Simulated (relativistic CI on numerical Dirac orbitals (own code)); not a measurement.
Calculated at this level of theory: Dirac-Coulomb-Breit CI, orbitals from a KLI potential per configuration, model QED, unscaled Slater integrals (own radial code, finite nucleus).

The strongest absorption lines from the ground level of an ion, among the configurations computed and to levels below about 807 eV (vacuum wavelength in nm, gf): 2.1245 (0.78), 2.8361 (0.038), 2.8373 (0.027), 3.0813 (0.022), 3.2486 (0.83), 3.2647 (0.085), 3.3338 (1.2), 3.3985 (0.27).

(1) Which ion is it?
A. Re LV
B. Eu XLIII
C. Lu LI
D. Lu XLIX

Answers

(1) C. Lu LI has 21 electrons and the ground level 3s2.3p6.3d3 4F_3/2; the strongest line goes to 3s2.3p5.3d4 4G°_5/2. The pattern of lines fixes the number of electrons, and along that sequence the line energies rise steadily with the charge (about as its square where n changes within one kind of shell, about linearly where n is kept but much faster in heavy ions where fine structure, which grows about as Z⁴, sets the gap, and irregularly where shells cross), which fixes Z. Configurations outside the model, such as inner-shell arrays, can give stronger lines. At this charge energies of transitions that change n are usually good to better than 1 %, and those within a shell (Δn = 0) to a few per cent.

LS names give the leading component of a level, which can be under half, so a name can repeat, a term be missing and a line seem to break the LS rules.
